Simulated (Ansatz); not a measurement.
Two structures of BNH$_{4}$Cl$_{2}$, closed shell, reached by relaxing down either side of one saddle point (PBE0-D4/def2-TZVP). Energies are electronic, without zero-point energy. Program: Ansatz 0.2.0. Basis: def2-TZVPP and def2-QZVPP. Cores are frozen in the correlated methods. Extrapolation: Hartree–Fock as exp(−7.88 √X), correlation as X^−2.97. First:

```
8
angstrom
B 0.1478 -0.1125 -0.7602
H 1.1025 0.4916 -1.1597
Cl 0.3884 -1.9326 -0.8177
Cl -1.4215 0.4608 -1.5236
H -0.1720 1.2194 0.9477
N -0.0209 0.2233 0.8105
H -0.8279 -0.2796 1.1747
H 0.8036 -0.0704 1.3282
```

Second:

```
8
angstrom
B -0.4794 -0.7185 -0.2195
H 1.4957 1.5643 -1.3226
Cl 0.7825 -1.8109 -0.7814
Cl -1.6085 -0.0306 -1.3830
H 1.6408 1.9639 -0.7091
N -0.5839 -0.4047 1.1241
H -1.2914 0.2155 1.4777
H 0.0442 -0.7790 1.8137
```

Q: Which bonds change from the first to the second?

A: BHCl₂ ([Cl][BH][Cl]) + NH₃ → BNH₂Cl₂ ([NH2][B]([Cl])[Cl]) + H₂; bonds formed: H2–H5; dative contacts that become bonds: B1–N6; bonds broken: B1–H2, H5–N6.

Q: Give the saddle point's structure and its height above each. (To be estimated.)

A: The calculation gives: 201.2 kJ/mol above the first and 188.4 kJ/mol above the second (CCSD(T) at an estimated basis limit (MP2 extrapolated from triple and quadruple zeta, plus CCSD(T) − MP2 in triple zeta)).
B1  (-0.005, -0.194, -0.555)
H2  (0.849, 0.846, -0.870)
Cl3  (0.953, -1.670, -0.921)
Cl4  (-1.476, 0.139, -1.532)
H5  (0.632, 0.882, 0.100)
N6  (-0.158, 0.108, 0.945)
H7  (-1.060, 0.438, 1.250)
H8  (0.265, -0.549, 1.583)
(Å)

The T1 diagnostic stays at or below 0.011. The end structure is not quite a true minimum (one mode of 54i cm⁻¹).

The step is the kind of exchange with an N–H group that builds nitride films in atomic layer and chemical vapour deposition.

Labels in which every atom is bracketed show which atoms are joined, not bond orders.

For scale, one of the runs: CCSD(T)/def2-TZVPP, 202 basis functions, launched by `ansatz run in.yaml --threads 4 --pin off --events-out ev --progress --plain --max-ram 9574MiB`. The run took 39 s on 4 CPU threads of an Arm Neoverse V2 (shared host), with 2.4 GiB of host memory at its peak.
